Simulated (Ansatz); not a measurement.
`ClB1[SiH2]C1Br`, relaxed with RKS PBE0-D4/def2-TZVP in the Gaussian-basis code of Ansatz from a PBE-D4/def2-SVP geometry. The force threshold is 0.005 eV/Å; the program also tests the step.

The species carries charge 0 and has multiplicity 1.

Start:

```xyz
8

Cl   -0.609    2.308   -1.420
B    -0.105    0.735   -0.885
Si    1.144   -0.071    0.391
C    -0.765   -0.419   -0.170
Br   -2.507   -0.414    0.665
H     1.861   -1.384    0.312
H     1.502    0.684    1.641
H    -0.521   -1.438   -0.534
```

```tsv
step	energy (eV)	largest force (eV/Å)	largest move (Å)
1	-92191.7405	0.494	0.000
2	-92191.7677	0.194	0.022
3	-92191.7731	0.060	0.016
4	-92191.7735	0.035	0.007
5	-92191.7739	0.021	0.017
6	-92191.7740	0.007	0.006
7	-92191.7740	0.005	0.005
```

End:

```xyz
8

Cl   -0.617    2.267   -1.444
B    -0.094    0.736   -0.865
Si    1.118   -0.082    0.409
C    -0.746   -0.409   -0.149
Br   -2.479   -0.401    0.660
H     1.857   -1.357    0.275
H     1.479    0.654    1.645
H    -0.518   -1.408   -0.532
```

Hardware: 4 threads of a server CPU on a shared host. Wall time 96 s, peak host memory 0.66 GiB.
